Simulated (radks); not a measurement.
All-electron atom: Pr38+ in [Ar] 3d3.

All-electron calculation, scalar-relativistic Kohn-Sham, LDA (Slater exchange, VWN5 correlation), spin-polarised, spherical densities, finite nucleus; open shells are filled with parallel spins first (spin-orbit coupling, left out, can overturn this in heavy ions); Fermi nuclear charge, rms radius 4.8919 fm. Program: a radial shooting solver on a logarithmic mesh with Libxc functionals.

Energy parts (hartree):
part                       energy
total                  -8116.5728
kinetic                 8679.8869
electron-nucleus      -18028.2581
Hartree                 1371.5784
exchange-correlation    -139.7800

Orbitals (lengths in bohr, moments of r in powers of bohr; r(max) is where P^2 peaks):
orbital  occ.  eigenvalue (hartree)      <r^4>      <r^2>  <1/r>   r(max)
1s up       1             -1609.043  1.649e-06  0.0007907  64.62  0.01543
1s down     1             -1609.030  1.649e-06  0.0007907  64.63  0.01543
2s up       1             -319.3921  0.0002607    0.01237  15.01  0.08709
2s down     1             -318.9338  0.0002600    0.01235  15.03  0.08704
2p up       3             -293.9466  0.0001897   0.009842  14.18  0.07007
2p down     3             -293.5867  0.0001889   0.009820  14.19  0.07002
3s up       1             -115.8541   0.008158    0.07446  5.858   0.2396
3s down     1             -115.3638   0.008219    0.07472  5.842   0.2398
3p up       3             -107.9093   0.007951    0.07217  5.586   0.2323
3p down     3             -107.4055   0.008021    0.07248  5.569   0.2325
3d up       3             -98.25636   0.005521    0.05728  5.334   0.1861
3d down     0             -97.63465   0.005596    0.05762  5.323   0.1864
4s up       0             -58.54313     0.1023     0.2728  3.005   0.4920
4s down     0             -58.37686     0.1032     0.2740  2.997   0.4931
4p up       0             -55.36737     0.1079     0.2782  2.888   0.4955
4p down     0             -55.20054     0.1090     0.2796  2.880   0.4968

The highest occupied level is 3d up at -2673.7 eV. The spin density at the nucleus is -17.80 e/bohr^3 (1s -4.64, 2s -46.88, 3s 33.72). Spin moment in Bohr magnetons: 3. For comparison, the ionisation energy in NIST's Atomic Spectra Database is 2729 eV (theoretical). In exact Kohn-Sham theory the highest level is minus the ionisation energy, but local and semilocal functionals leave it too shallow, through self-interaction and a potential that decays too fast; potentials with the right tail come closer. The density falls to 0.001 e/bohr^3 at r = 0.77 bohr. The electron density at the nucleus is 4.314e+05 e/bohr^3 (large components only).
